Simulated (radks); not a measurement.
The numbers below are computed, except where a source is named.
All-electron atom: Ag7+ in [Kr] 4d4. Level of theory: scalar-relativistic Kohn-Sham, LB94 model potential, spin-polarised, spherical densities, finite nucleus; open shells are filled with parallel spins first (spin-orbit coupling, left out, can overturn this in heavy ions); Fermi nuclear charge, rms radius 4.5454 fm (a radial shooting solver on a logarithmic mesh with Libxc functionals). Some entries of the table are withheld. Estimate them.

orbital  occ.  eigenvalue (eV)  <1/r> (bohr^-1)  r(max) (bohr)
1s down     1        -25592.75            49.48        0.02015
1s up       1        -25592.71            49.48        0.02015
2s up       1        -3896.275            11.24         0.1139
2s down     1        -3896.082            11.25         0.1138
2p up       3        -3513.514            10.88        0.09100
2p down     3        -3513.441            10.88        0.09099
3s up       1        -827.0050            3.941         0.3327
3s down     1        -826.6648            3.936         0.3329
3p up       3        -700.8200            3.764         0.3258
3p down     3        -700.4538            3.759         0.3260
3d up       5              (1)            3.552            (2)
3d down     5              (3)            3.548            (4)
4s up       1        -221.0036            1.569         0.8098
4s down     1        -219.8513            1.579         0.8066
4p up       3        -182.8813            1.436         0.8570
4p down     3        -181.5017            1.446         0.8533
4d up       4        -126.0455            1.202         0.9573
4d down     0        -124.4686            1.210         0.9522

Answer. 
(1) 3d up eigenvalue (eV): -501.5822
(2) 3d up r(max) (bohr): 0.2727
(3) 3d down eigenvalue (eV): -501.0129
(4) 3d down r(max) (bohr): 0.2729
